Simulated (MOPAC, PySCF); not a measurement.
[Zr(NH2)4], neutral singlet in the gas phase. 

Cartesian coordinates (Å):
```xyz
13

Zr     0.0568    -0.1000    -0.0530
N      0.7158     1.2445     1.3542
H      1.5606     1.8144     1.3580
H      0.1599     1.5173     2.1660
N      1.1289     0.1178    -1.7925
H      2.0606    -0.2777    -1.9259
H      0.8454     0.5344    -2.6782
N      0.3171    -2.0203     0.6302
H      0.3355    -2.8332     0.0128
H      0.5297    -2.3479     1.5714
N     -1.9361     0.2582    -0.4019
H     -2.7115    -0.4009    -0.4548
H     -2.3294     1.1981    -0.4689
```
Charge 0, spin multiplicity 1.

All levels are single points at this geometry (r2SCAN-D4/def2-SVP); Pople sets use spherical d functions. Orbital energies aren't observables, and empty levels follow the basis.

BP86/6-31G* (LANL2DZ on Zr) in PySCF gives HOMO (eV) = -5.05.

Question: Estimate the HOMO (eV) from each of these levels: B3LYP-D3(BJ)/def2-TZVP in PySCF; TPSSh-D3(BJ)/def2-TZVP in PySCF; B3LYP/LANL2DZ in PySCF; PBE/6-31G* (LANL2DZ on Zr) in PySCF; PM6 in MOPAC.

Answer: 
```csv
level,HOMO (eV)
B3LYP-D3(BJ)/def2-TZVP in PySCF,-6.47
TPSSh-D3(BJ)/def2-TZVP in PySCF,-5.93
B3LYP/LANL2DZ in PySCF,-6.15
PBE/6-31G* (LANL2DZ on Zr) in PySCF,-4.95
PM6 in MOPAC,-8.50
```
